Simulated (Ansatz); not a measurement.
C$_{2}$H$_{5}$BOS (`BCC(O)=S`), relaxed with RKS PBE0-D4/def2-TZVP in Ansatz from a PBE-D4/def2-SVP geometry. The force threshold is 0.005 eV/Å; the program also tests the step.

The species carries charge 0 and has multiplicity 1.

Start:

```xyz
10

B    -0.864   -0.503    0.978
C    -0.490   -0.074   -0.468
C     0.794    0.702   -0.718
O     1.790    0.454    0.149
S     0.975    1.761   -1.958
H     0.002   -0.642    1.835
H    -2.000   -0.805    1.277
H    -1.314    0.334   -1.082
H    -0.324   -1.111   -0.885
H     1.431   -0.115    0.871
```

```
step  energy (eV)  largest force (eV/Å)  largest move (Å)
   1  -15705.9970                 0.800             0.000
   2  -15706.0394                 0.357             0.033
   3  -15706.0437                 0.264             0.044
   4  -15706.0466                 0.126             0.068
   5  -15706.0487                 0.093             0.024
   6  -15706.0498                 0.032             0.006
   7  -15706.0501                 0.027             0.028
   8  -15706.0503                 0.015             0.014
   9  -15706.0503                 0.011             0.011
  10  -15706.0503                 0.010             0.004
  11  -15706.0504                 0.003             0.003
```

End:

```xyz
10

B    -0.888   -0.456    0.983
C    -0.471   -0.113   -0.470
C     0.771    0.699   -0.700
O     1.805    0.395    0.084
S     0.887    1.861   -1.824
H    -0.077   -0.506    1.869
H    -2.014   -0.763    1.232
H    -1.279    0.250   -1.103
H    -0.256   -1.140   -0.839
H     1.522   -0.228    0.768
```

It took 34 s on 4 threads of an Arm Neoverse V1 on a shared host, with 0.46 GiB of host memory at the peak.
